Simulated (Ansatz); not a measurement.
Relaxation of AlFH2O2 (6 atoms, charge 0, multiplicity 1), to a largest force component of 0.02 eV/Å in at most 40 steps.

These are results of RKS B3LYP/cc-pVDZ in Ansatz 0.2.0, not measurements.

```xyz
6
Properties=species:S:1:pos:R:3:forces:R:3
Al 0.000 0.000 0.000 -0.75 0.03 0.52
O 0.000 0.000 1.780 -1.50 -0.67 -0.68
H -0.909 -0.281 2.117 1.61 0.65 -0.45
F 1.464 0.000 -0.845 -0.21 0.12 0.20
O -1.542 0.000 -0.890 0.16 -1.69 0.88
H -2.051 -0.847 -0.681 0.68 1.57 -0.47
```

**Question.** Where does it end, and by what steps?

**Answer.** The run converged. After 7 steps the energy has fallen by 0.315 eV; O5 moved furthest, 0.44 Å.

| step | energy less start (eV) | largest force component (eV/Å) | accepted |
| --- | --- | --- | --- |
| 0 | 0.0000 | 1.694 | yes |
| 1 | -0.1237 | 1.291 | yes |
| 2 | -0.1892 | 1.393 | yes |
| 3 | -0.2967 | 0.256 | yes |
| 4 | -0.3125 | 0.122 | yes |
| 5 | -0.3146 | 0.076 | yes |
| 6 | -0.3147 | 0.033 | yes |
| 7 | -0.3148 | 0.004 | yes |

```xyz
6
Properties=species:S:1:pos:R:3
Al -0.030 -0.096 -0.001
O -0.011 -0.067 1.717
H -0.802 -0.216 2.247
F 1.441 0.186 -0.764
O -1.376 -0.381 -1.029
H -2.261 -0.554 -0.689
```

Whether the end is a true minimum wasn't checked by a vibrational analysis.

The run took 34 s on 1 thread of Arm Neoverse N1, with other jobs on the host, peak memory 0.14 GiB.
